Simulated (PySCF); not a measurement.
## Ti⁶⁺ (titanium, charge +6) across methods

[Ne] 3s2 3p4, high-spin 3P determinant. All numbers are calculated (PySCF 2.14, the spin-free X2C one-electron Hamiltonian (Gaussian nucleus), in an even-tempered Gaussian basis (20 s from 0.13 bohr⁻², ratio 2.5; 13 p from 0.17 bohr⁻², ratio 2.5; 5 d from 2.3 bohr⁻², ratio 2.7; 5 f from 3.5 bohr⁻², ratio 2.7)).

```json
{"method": "LDA", "E (hartree)": "-840.162", "mean ε 3s β (eV)": "-154.89", "mean ε 3p α (eV)": "-133.74", "mean ε 3p β (eV)": "-129.97", "Σ⟨r²⟩ (bohr²)": "7.193", "⟨S²⟩": "2.001"}
{"method": "TPSSh", "E (hartree)": "-842.320", "mean ε 3s β (eV)": "-156.41", "mean ε 3p α (eV)": "-135.42", "mean ε 3p β (eV)": "-131.63", "Σ⟨r²⟩ (bohr²)": "7.182", "⟨S²⟩": "2.002"}
{"method": "r2SCAN", "E (hartree)": "-842.255", "mean ε 3s β (eV)": "-155.28", "mean ε 3p α (eV)": "-134.97", "mean ε 3p β (eV)": "-130.79", "Σ⟨r²⟩ (bohr²)": "7.185", "⟨S²⟩": "2.003"}
{"method": "PW91", "E (hartree)": "-842.305", "mean ε 3s β (eV)": "-154.91", "mean ε 3p α (eV)": "-133.98", "mean ε 3p β (eV)": "-130.28", "Σ⟨r²⟩ (bohr²)": "7.182", "⟨S²⟩": "2.001"}
{"method": "PBE", "E (hartree)": "-842.065", "mean ε 3s β (eV)": "-154.78", "mean ε 3p α (eV)": "-133.87", "mean ε 3p β (eV)": "-130.13", "Σ⟨r²⟩ (bohr²)": "7.183", "⟨S²⟩": "2.001"}
{"method": "PBE0", "E (hartree)": "-842.109", "mean ε 3s β (eV)": "-157.89", "mean ε 3p α (eV)": "-136.92", "mean ε 3p β (eV)": "-132.95", "Σ⟨r²⟩ (bohr²)": "7.185", "⟨S²⟩": "2.002"}
{"method": "UHF", "E (hartree)": "-841.59799", "mean ε 3s β (eV)": "-165.52", "mean ε 3p α (eV)": "-144.85", "mean ε 3p β (eV)": "-139.97", "Σ⟨r²⟩ (bohr²)": "7.212", "⟨S²⟩": "2.004"}
```
